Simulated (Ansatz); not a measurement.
Z-matrix (Å, degrees):
```
C
Ta 1 2.158
H 1 1.093 2 113.8
H 1 1.098 2 110.7 3 122.6
H 1 1.099 2 108.8 3 -119.6
C 2 2.159 1 111.9 3 151.4
C 2 2.159 1 111.9 3 -82.4
O 2 1.712 1 107.1 3 34.5
H 6 1.098 2 110.8 1 42.0
H 6 1.093 2 113.6 1 -80.5
H 6 1.099 2 108.9 1 160.0
H 7 1.098 2 109.0 1 35.5
H 7 1.098 2 110.8 1 -82.6
H 7 1.093 2 113.5 1 154.9
```

Charge 0, multiplicity 1. Ta takes the def2 core potential.

(1) List the r2SCAN/def2-TZVPP orbital energies in eV (the Gaussian-basis code of Ansatz). (An estimate is asked.)

Answers

(1) Computed: Occupied: -515.11, -272.53, -272.53, -272.53, -72.74, -39.54, -38.88, -38.88, -22.73, -17.87, -17.65, -17.65, -10.45, -10.44, -10.40, -10.24, -10.24, -9.99, -8.24, -8.22, -8.22, -7.99, -7.02, -7.02. Lowest empty: -1.89, -1.88, -0.29, 0.29, 0.30, 0.31, 1.88, 1.89.
